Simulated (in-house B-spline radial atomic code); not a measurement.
RPA and G0W0 for Ba5+, [Kr] 4d10 5s2 5p3, highest spin, as one setting changes: the share of exact exchange in the PBE hybrid start. A dash marks a level of low quasi-particle weight. Computed with a B-spline radial code for spherical atoms: all electrons, scalar-relativistic (spin-free one-electron X2C), finite nucleus, each spin shell either full or empty, empty states to l = 9 with an (l + 1/2)⁻⁴ tail; G0W0 by contour deformation at full frequency.

Spin-orbit coupling, left out, splits p levels strongly here.

| share of exact exchange in the PBE hybrid start | mean-field level (eV) | G0W0 level (eV) | RPA correlation (Eh) |
| --- | --- | --- | --- |
| 0 | -67.66 | 5p up -74.30 | -4.1449 |
| 0.1 | -68.38 | 5p up -74.36 | -4.1099 |
| 0.2 | -69.10 | 5p up -74.40 | -4.076 |
| 0.3 | -69.82 | 5p up -74.44 | -4.0431 |
| 0.4 | ? | ? | ? |
| 0.5 | ? | ? | ? |
| 0.6 | -71.98 | 5p up -74.52 | -3.9503 |
| 0.7 | -72.70 | 5p up -74.54 | -3.921 |
| 0.8 | -73.42 | 5p up -74.56 | -3.8925 |
| 0.9 | -74.14 | 5p up -74.58 | -3.8647 |
| 1 | -74.86 | 5p up -74.59 | -3.8376 |

What belongs in the row for 0.4?

mean-field level (eV): -70.54; G0W0 level (eV): 5p up -74.47; RPA correlation (Eh): -4.0113.

What belongs in the row for 0.5?

mean-field level (eV): -71.26; G0W0 level (eV): 5p up -74.50; RPA correlation (Eh): -3.9804.

At what share of exact exchange does G0W0 leave the highest level unchanged?

Near 0.96, where the shift changes sign (-0.437 eV at 0.9, +0.267 eV at 1).
